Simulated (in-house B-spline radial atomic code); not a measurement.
## The chromium ion Cr⁶⁺: [Ne] 3s2 3p5 4d1 (an excited or competing configuration)

Level of theory: non-relativistic CAM-B3LYP, spin-polarised, spherical fractional occupations, exact exchange averaged over the configuration, point nucleus; calculated with a radial B-spline atomic code at the basis-set limit.

Z_r = [3n² - l(l+1)]/(2<r>); Z_e = n√(-2ε); the last column is Slater's effective charge. Values are occupation-weighted means over spin.

```tsv
shell	electrons	ε (eV)	<r> (bohr)	Z_r	Z_e	Slater
1s	2	-6002.6	0.06419	23.37	21.00	23.70
2s	2	-805.66	0.2951	20.33	15.39	19.85
2p	6	-704.78	0.2603	19.21	14.39	19.85
3s	2	-194.48	0.84	16.07	11.34	13.10
3p	5	-164.68	0.8571	14.58	10.44	13.10
4d	1	-52.639	2.24	9.37	7.87	7.00
```

The least bound orbital is 4d up at -52.64 eV, and it is also the most diffuse (<r> = 2.24 bohr).
